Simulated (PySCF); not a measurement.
How methods differ on the ionisation energy of Ho(65+)

Ho(65+) 1s2 (1S) → Ho(66+) 1s1 (2S), as a difference of total energies. Calculation: PySCF 2.14, in an even-tempered Gaussian basis (17 s from 180 bohr⁻², ratio 2.2; 7 p from 270 bohr⁻², ratio 2.4; 4 d from 800 bohr⁻², ratio 2.4; 3 f from 1200 bohr⁻², ratio 2.4; 3 g from 1800 bohr⁻², ratio 2.4); scalar relativity by spin-free X2C-1e. Correlated levels: nothing frozen; virtual orbitals above 40 to 60 times the deepest correlated orbital energy dropped. The calculations carry no spin-orbit coupling.

```
                 method  ionisation energy (eV)
                    UHF                 63915.0
    MP2 (all electrons)                 63916.8
SCS-MP2 (all electrons)                 63917.2
   CCSD (all electrons)                 63916.8
```

For this ion Breit and QED terms and the two-electron picture change, all absent here, outweigh the differences among the correlated methods.

With two correlated electrons CCSD is exact in that space.

For comparison: 63772.42 ± 0.11 eV (theoretical estimate listed by NIST; NIST Atomic Spectra Database, ionization energies).
